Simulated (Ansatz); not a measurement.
Geometry optimisation, RKS PBE0-D4/def2-SVP in Ansatz.

Input:

```yaml
crystal:
  periodic: [false, false, false]
  atoms:
    - { symbol: Al, position_ang: [-1.090991, 0.255209, -0.395998] }
    - { symbol: Br, position_ang: [1.28128, -2.225527, 0.990918] }
    - { symbol: F, position_ang: [-1.845879, -0.568191, -1.612906] }
    - { symbol: F, position_ang: [-1.84499, 0.51333, 1.052365] }
    - { symbol: H, position_ang: [1.754371, -1.022199, 0.279582] }
    - { symbol: S, position_ang: [0.872696, 1.251516, -0.777275] }
    - { symbol: H, position_ang: [0.873513, 1.795861, 0.463415] }
basis:
  gaussian: { orbitals: def2-SVP }
hamiltonian:
  xc: pbe0
  dispersion: d4
relax:
  f_tol: 0.03
  max_steps: 50
```

Launched with:

```bash
$ ansatz run input.yaml --threads 2 --pin off --max-ram 3072MiB --backend cpu --events-out ev --progress --plain --runs-dir out
```

Q: Where does it end, and by what steps?

A: The forces met the threshold. After 24 steps the energy has fallen by 1.162 eV; H5 moved furthest, 1.33 Å. Parted: Br2–H5 (1.48 → 3.17 Å). Joined: Al1–Br2 (3.70 → 2.26 Å), H5–S6 (2.66 → 1.35 Å).

| step | energy less start (eV) | largest force component (eV/Å) | accepted |
| --- | --- | --- | --- |
| 0 | 0.0000 | 0.860 | yes |
| 1 | -0.0886 | 0.195 | yes |
| 2 | -0.1221 | 0.666 | yes |
| 3 | -0.2135 | 0.850 | yes |
| 4 | -0.2263 | 1.244 | yes |
| 5 | -0.2673 | 0.687 | yes |
| 6 | -0.2804 | 0.221 | yes |
| 7 | -0.2783 | 0.310 | no |
| 8 | -0.2867 | 0.079 | yes |
| 9 | -0.2904 | 0.131 | yes |
| 10 | -0.3021 | 0.294 | yes |
| 11 | -0.3283 | 0.416 | yes |
| 12 | -0.3824 | 0.641 | yes |
| 13 | -0.5987 | 0.968 | yes |
| 14 | -0.8334 | 1.430 | yes |
| 15 | -0.9847 | 1.027 | yes |
| 16 | -1.0098 | 1.380 | yes |
| 17 | -1.1092 | 0.426 | yes |
| 18 | -1.1435 | 0.184 | yes |
| 19 | -1.1148 | 1.023 | no |
| 20 | -1.1571 | 0.064 | yes |
| 21 | -1.1597 | 0.077 | yes |
| 22 | -1.1613 | 0.072 | yes |
| 23 | -1.1616 | 0.039 | yes |
| 24 | -1.1618 | 0.016 | yes |

```xyz
7
Properties=species:S:1:pos:R:3
Al -0.880 -0.513 -0.040
Br 0.250 -2.264 0.831
F -1.622 -0.727 -1.510
F -1.571 0.554 1.036
H 1.965 0.216 -0.152
S 0.996 1.015 -0.657
H 0.861 1.719 0.492
```

Time of the run: 65 s on 2 threads of Intel(R) Xeon(R) Platinum 8488C (Sapphire Rapids), on a shared host, peak memory 0.27 GiB.
